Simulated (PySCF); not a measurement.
ZnClBr, SMILES [Zn]([Cl])[Br]. Heavy atoms are numbered as in [Zn:1]([Cl:2])[Br:3].

Geometry optimised at PBE0-D3(BJ)/def2-TZVP.

The numbers are results of PBE0/pcSseg-2 in PySCF, not measurements.

GIAO shieldings, no solvent; atoms alike by connectivity are averaged. δ = σ(ref) − σ: ³⁵Cl against HCl (σ = 943.3 ppm), references at their B3LYP-D3(BJ)/def2-TZVP geometries, non-relativistic (without spin–orbit terms, shifts of atoms bonded to Cl or Br come out too high).

Computed chemical shifts:
```tsv
nucleus	atoms	count	δ (ppm)
³⁵Cl	Cl2	1	-63.1
```
